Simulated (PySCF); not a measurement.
Geometry:
| atom | x (Å) | y (Å) | z (Å) |
| --- | --- | --- | --- |
| C1 | -0.130 | -0.147 | -2.404 |
| C2 | 0.714 | -0.144 | -1.405 |
| C3 | 1.949 | -0.666 | -0.808 |
| C4 | 1.088 | 0.332 | -0.061 |
| O5 | 0.411 | -0.123 | 1.068 |
| C6 | -0.843 | 0.502 | 1.266 |
| C7 | -1.466 | -0.067 | 2.530 |
| H8 | 0.038 | -0.748 | -3.284 |
| H9 | -1.027 | 0.452 | -2.395 |
| H10 | 1.941 | -1.684 | -0.447 |
| H11 | 2.906 | -0.338 | -1.187 |
| H12 | 1.451 | 1.359 | 0.032 |
| H13 | -0.703 | 1.591 | 1.363 |
| H14 | -1.493 | 0.318 | 0.399 |
| H15 | -1.629 | -1.135 | 2.413 |
| H16 | -0.798 | 0.090 | 3.373 |
| H17 | -2.416 | 0.420 | 2.729 |

Geometry: GFN2-xTB; GIAO shifts from PySCF 2.14.0 with density-fitted response routines, gas phase, non-relativistic, averaged over equivalent atoms.

At PBE0/MINI (45 basis functions, 4.5 s wall time on 1 thread of an Arm Neoverse V2, shared host):
| atoms | δ (ppm) |
| --- | --- |
| C2 | 107.1 |
| C1 | 105.4 |
| C6 | 62.1 |
| C4 | 44.1 |
| C7 | 22.4 |
| C3 | 16.6 |
| O5 | 16.4 |
| H9 | 6.36 |
| H8 | 6.31 |
| H12 | 2.98 |
| H13 | 2.81 |
| H14 | 2.81 |
| H10 | 2.02 |
| H11 | 1.97 |
| H15/H16/H17 | 1.28 |

Chemical shifts δ = σref − σ; ¹³C (σ = 226.73 ppm) and ¹H (σ = 30.72 ppm) vs TMS; ¹⁷O (σ = 376.35 ppm) vs H2O, all at this level.

Task: Estimate the result of repeating the calculation with PW91/pcSseg-0.

Result: 
```
      atoms  δ at PW91/pcSseg-0  change
         C2               142.0   +34.9
         C1               116.6   +11.2
         C6                74.2   +12.1
         C4                60.8   +16.7
         C7                20.2    -2.2
         C3                18.2    +1.6
         O5                61.8   +45.4
         H9                6.03   -0.33
         H8                5.80   -0.51
        H12                3.61   +0.63
        H13                3.73   +0.92
        H14                3.81   +1.00
        H10                1.81   -0.21
        H11                1.87   -0.10
H15/H16/H17                1.46   +0.18
```

Shifts are taken against calculated references (same method and geometry level): ¹³C (190.18 ppm), ¹H (33.12 ppm) against TMS; ¹⁷O (336.16 ppm) vs H2O.

The largest change is at O5 (ether oxygen). Cost: 83 basis functions, 14 s wall time on 1 thread of an Arm Neoverse V2, shared host. The order of the carbon signals is the same at both levels.

Experimental scales use liquid or dissolved standards, which lie at an offset from isolated H2O (liquid H2O: subtract about 36 ppm).
